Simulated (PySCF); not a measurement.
## Property card for `CC#C[Si@@](O)(CC)SC`

Species: C6H12OSSi.
Geometry (GFN2-xTB, Å), atoms numbered from 1 in this order:
```xyz
21
C6H12OSSi angstrom
C      3.3927    1.1357    0.5450
C      2.1073    0.6979    0.0528
C      1.0439    0.3128   -0.3655
Si    -0.6261   -0.2159   -0.9665
O     -0.5583   -1.0228   -2.3741
C     -1.4613   -1.3730    0.2839
C     -0.6940   -2.6799    0.4452
S     -1.7547    1.6014   -1.3275
C     -1.6693    2.3525    0.3244
H      3.7735    0.4217    1.2750
H      4.1008    1.2093   -0.2799
H      3.2994    2.1126    1.0189
H     -0.4716   -0.5616   -3.2044
H     -2.4809   -1.5918   -0.0392
H     -1.5382   -0.8828    1.2562
H     -1.1968   -3.3406    1.1491
H      0.3116   -2.4861    0.8111
H     -0.6132   -3.1883   -0.5116
H     -2.0813    3.3527    0.2417
H     -0.6328    2.3973    0.6434
H     -2.2596    1.7658    1.0215
```

Among its groups: alkyne and C–Si bond.

From GFN2-xTB geometry:

* Point group of the GFN2-xTB geometry: C1
* Rotational constants A, B, C of the GFN2-xTB geometry: 1.070, 0.866, 0.626 GHz

PBE0/pcSseg-1 ground state and GIAO shieldings, non-relativistic (PySCF):

- Dipole moment: 2.62 D
- HOMO energy: -6.58 eV
- LUMO energy: -0.10 eV
- HOMO–LUMO gap: 6.48 eV
- Lowest Hirshfeld atomic charge: -0.30 e on O5
- Highest Hirshfeld atomic charge: +0.42 e on Si4
- 13C chemical shifts (computed TMS as zero) by class: 110.8 (C2), 86.3 (C3), 15.0 (C6), 12.5 (C9), 8.3 (C7), 5.5 (C1) ppm
- 1H chemical shifts (computed TMS as zero) by class: 2.08 (H10/H11/H12), 2.01 (H19/H20/H21), 1.86 (H13), 1.20 (H16/H17/H18), 0.85 (H14), 0.79 (H15) ppm
- Isotropic shieldings of nuclei other than C and H, by class: 292 (O5), 360 (Si4), 663 (S8) ppm
- Mayer bond orders between heavy atoms: C1–C2 1.18, C2–C3 2.57, C3–Si4 0.90, Si4–O5 1.09, Si4–C6 0.91, C6–C7 1.05, Si4–S8 0.93, S8–C9 1.00

Monoisotopic mass from the formula: 160.0378 u.

A dipole of 2.62 D is allowed in C1, and pure rotational transitions are dipole-allowed. The rotational constants make it an asymmetric top with κ = (2B − A − C)/(A − C) = 0.08, midway between the prolate (−1) and oblate (+1) limits. The dipole equals about 8.7 × 10⁻³⁰ C·m (1 D = 3.33564 × 10⁻³⁰ C·m). With B = h/(8π²I), that is 505.379 GHz u Å² over I, the principal moments of inertia are 472.1, 583.7 and 807.4 u Å² (most abundant isotopes).

Geometry: GFN2-xTB, one conformer, isolated molecule. GFN2-xTB frequencies show an imaginary mode (30i cm⁻¹), so this geometry is no minimum at that level. NMR classes are plain means over equivalent atoms (diastereotopic ones count apart unless rotation or inversion swaps them), as if these changed places fast; in this geometry the members of some classes differ.
